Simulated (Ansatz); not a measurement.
[Cr(H2O)4]2+ (CrO₄H₈²⁺). Charge 2, multiplicity 3. Geometry B3LYP-D4/def2-SVP; atoms count from 1.

```xyz
13

Cr   -0.0004   -0.0013    0.0000
O    -1.2962   -0.8684   -1.3064
H    -1.4369   -0.6133   -2.2370
H    -1.9049   -1.6058   -1.1150
O     0.5911   -1.8402    0.6346
H     0.7458   -2.1119    1.5582
H     0.7877   -2.6113    0.0710
O     1.2973    0.8655    1.3044
H     2.2224    0.6012    1.4628
H     1.1111    1.6251    1.8868
O    -0.5932    1.8380   -0.6325
H    -1.5095    2.1232   -0.8049
H    -0.0141    2.5992   -0.8221
```

The charge 2 triplet is spin-contaminated (final ⟨S²⟩ up to 3.00, 2.00 for a pure state). The geometry of the triplet was relaxed on an unsound state (⟨S²⟩ 3.00, where a pure state has 2.00). At PBE0-D4/def2-TZVP a quintet of charge 2 lies 1.40 eV below the triplet, each at its own geometry.

Question: Estimate the Mulliken populations from the PBE0/def2-TZVP orbitals of Ansatz.

Answer: 
| atom | charge (e) | spin (α − β) | d electrons |
| --- | --- | --- | --- |
| Cr1 | 1.11 | 2.03 | 4.41 |
| O2 | -0.63 | -0.01 | – |
| H3 | 0.43 | 0.00 | – |
| H4 | 0.43 | 0.00 | – |
| O5 | -0.63 | -0.01 | – |
| H6 | 0.43 | 0.00 | – |
| H7 | 0.43 | 0.00 | – |
| O8 | -0.63 | -0.01 | – |
| H9 | 0.43 | 0.00 | – |
| H10 | 0.43 | 0.00 | – |
| O11 | -0.63 | -0.01 | – |
| H12 | 0.43 | 0.00 | – |
| H13 | 0.43 | 0.00 | – |
Mulliken values and Mayer orders depend strongly on the basis.

Question: Where does the spin sit?

Answer: Summed by element: Cr 2.03, O -0.04, H 0.01, of 2 unpaired in all. Largest on single atoms: Cr1 2.03, O2 -0.01, O8 -0.01.

Question: And the Mayer bond orders between bonded heavy atoms (over 0.3)?

Answer: Cr1–O2 0.38 (2.03 Å); Cr1–O5 0.38 (2.03 Å); Cr1–O8 0.38 (2.03 Å); Cr1–O11 0.38 (2.03 Å).
